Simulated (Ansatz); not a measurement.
Geometry optimisation, Ansatz, RKS B3LYP-D4/def2-SVP.

The input (input.yaml):

```yaml
crystal:
  periodic: [false, false, false]
  atoms:
    - { symbol: C, position_ang: [0.0657, -1.8659, 0.4473] }
    - { symbol: C, position_ang: [0.373, -0.8238, -0.6406] }
    - { symbol: S, position_ang: [1.6449, -1.1067, -1.6835] }
    - { symbol: C, position_ang: [-0.3714, 0.4633, -0.748] }
    - { symbol: F, position_ang: [0.15328, 1.34025, 0.26871] }
    - { symbol: Si, position_ang: [-0.28001, 1.40038, -2.34249] }
    - { symbol: H, position_ang: [0.6321, -2.7382, 0.3654] }
    - { symbol: H, position_ang: [0.2258, -1.3604, 1.4141] }
    - { symbol: H, position_ang: [-1.0377, -2.0647, 0.3883] }
    - { symbol: H, position_ang: [-1.38697, 0.37243, -0.43713] }
    - { symbol: H, position_ang: [1.16147, 1.64373, -2.73895] }
    - { symbol: H, position_ang: [-0.90165, 0.57982, -3.43296] }
    - { symbol: H, position_ang: [-0.99287, 2.74772, -2.25644] }
basis:
  gaussian: { orbitals: def2-SVP }
hamiltonian:
  xc: b3lyp
  dispersion: d4
relax:
  f_tol: 0.015
  max_steps: 40
```

Launched with:

```bash
$ ansatz run input.yaml --threads 2 --pin off --max-ram 3072MiB --backend cpu --events-out ev --progress --plain --runs-dir out
```

Where does it end, and by what steps?

It converged. After 19 steps the energy has fallen by 0.641 eV; S3 moved furthest, 1.95 Å.

```tsv
step	energy less start (eV)	largest force component (eV/Å)	accepted
0	0.0000	3.215	yes
1	-0.3257	0.912	yes
2	-0.4058	0.329	yes
3	-0.4372	0.408	yes
4	-0.4800	0.137	yes
5	-0.5109	0.363	yes
6	-0.5431	0.493	yes
7	-0.5657	0.449	yes
8	-0.5862	0.379	yes
9	-0.5993	0.351	yes
10	-0.6050	0.362	yes
11	-0.6178	0.087	yes
12	-0.6212	0.055	yes
13	-0.6273	0.202	yes
14	-0.6310	0.390	yes
15	-0.6364	0.188	yes
16	-0.6390	0.111	yes
17	-0.6395	0.130	yes
18	-0.6404	0.034	yes
19	-0.6405	0.014	yes
```

```xyz
13
Properties=species:S:1:pos:R:3
C 0.522 -1.391 0.439
C -0.119 -1.139 -0.892
S 0.060 -2.113 -2.196
C -0.921 0.124 -0.998
F -1.164 0.693 0.257
Si 0.021 1.450 -2.042
H 1.107 -2.318 0.421
H 1.172 -0.542 0.714
H -0.252 -1.441 1.222
H -1.892 -0.087 -1.478
H 1.390 1.587 -1.472
H 0.081 1.029 -3.465
H -0.719 2.736 -1.905
```

Whether the end is a true minimum wasn't checked by a vibrational analysis.

The run took 35 s on 2 threads of AMD EPYC 9R45 96-Core Processor (Zen 5), with other jobs on the host, peak memory 0.34 GiB.
